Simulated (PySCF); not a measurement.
Input file for PySCF: R-M06-2X/6-31G* on CH5N (SMILES CN).

```python
from pyscf import gto, scf, dft, mp
from pyscf.data.elements import chemcore

mol = gto.M(
    atom='''
    C     0.35124469   -0.38330984    3.82319933
    N    -0.58358173    0.60384479    3.27166688
    H     1.33492115   -0.22346085    3.38230118
    H     0.02441122   -1.38298247    3.53588901
    H     0.44809839   -0.35283752    4.91431947
    H    -0.30368138    1.54517568    3.52203846
    H    -1.51803824    0.46519279    3.63742021
    ''',
    basis='6-31g*',
    cart=True,
    charge=0, spin=0, verbose=3, max_memory=1800)
mf = dft.RKS(mol, xc='m062x')
mf.conv_tol = 1e-8
mf.max_cycle = 100
mf.kernel()
if not mf.converged:
    mf = mf.newton().run(mf.mo_coeff, mf.mo_occ)
```

Output:

```
converged SCF energy = -95.7951842654558
```

Self-consistency was reached.

Cost: very roughly 2.9 core-seconds.
